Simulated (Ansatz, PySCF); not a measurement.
Process, species as SMILES: [GaH2] (GaH2) -> [GaH2] (GaH2) as singlet, charge +1 + e-
Each molecule is optimised on its own at B3LYP-D3(BJ)/def2-TZVP (Ansatz, a program for electronic structure). A spin state is the lowest found, not a proven ground state.
Geometry of the first species:
SMILES: [GaH2]
```xyz
3

Ga     0.0391     0.0090     0.0274
H     -0.3410    -1.4985    -0.3550
H     -0.8706     1.2189    -0.4942
```
Charge 0, spin multiplicity 2.

Property: adiabatic ionisation energy (0 K, with B3LYP-D3(BJ) harmonic zero-point energies from PySCF), in eV. Cores are frozen in the correlated levels unless marked. UHF or UKS for open shells. No spin-orbit coupling. The frozen core is the preceding noble-gas configuration, with the filled d and f shells of earlier blocks. Non-relativistic. CBS marks a two-point X^-3 extrapolation of the correlation energy; Hartree-Fock from the larger set (for Q and 5 zeta extrapolated as (X+1)exp(-9√X)).

```
level                                       program  adiabatic ionisation energy (eV)  minus last row
-----------------------------------  --------------  --------------------------------  --------------
HF/def2-SVPD                                 Ansatz                              6.62           -0.35
PBE/def2-TZVPD                               Ansatz                              7.06            0.09
PBE-D3(BJ)/def2-TZVPD                Ansatz + dftd3                              7.06            0.09
BLYP/def2-TZVPD                              Ansatz                              7.00            0.03
revPBE-D3(BJ)/def2-TZVPD             Ansatz + dftd3                              7.04            0.07
M06-L/def2-TZVPD                              PySCF                              6.78           -0.19
PBE0-D3(BJ)/def2-TZVP                Ansatz + dftd3                              7.07            0.10
PBE0/def2-TZVP                               Ansatz                              7.07            0.10
PBE0/def2-QZVPP                              Ansatz                              7.07            0.10
TPSSh-D3(BJ)/def2-TZVPD               PySCF + dftd3                              7.07            0.10
r2SCANh/def2-TZVPD                           Ansatz                              7.18            0.21
wB97X-V/def2-TZVPD                           Ansatz                              6.95           -0.02
MP2/6-31G                                    Ansatz                              6.55           -0.42
RI-MP2/aug-cc-pVQZ                           Ansatz                              6.88           -0.09
RI-MP2/CBS(aug-cc-pVTZ,aug-cc-pVQZ)          Ansatz                              6.89           -0.08
SCS-MP2/def2-QZVPPD                          Ansatz                              6.84           -0.13
CCSD/def2-QZVPPD                             Ansatz                              6.93           -0.04
CCSD(T)/aug-cc-pVDZ                          Ansatz                              6.90           -0.07
CCSD(T)/aug-cc-pVTZ                          Ansatz                              6.95           -0.02
CCSDT/cc-pVDZ                                Ansatz                              6.86           -0.11
CCSD(T)/CBS(cc-pVQZ,cc-pV5Z)                 Ansatz                              6.97            0.00
```
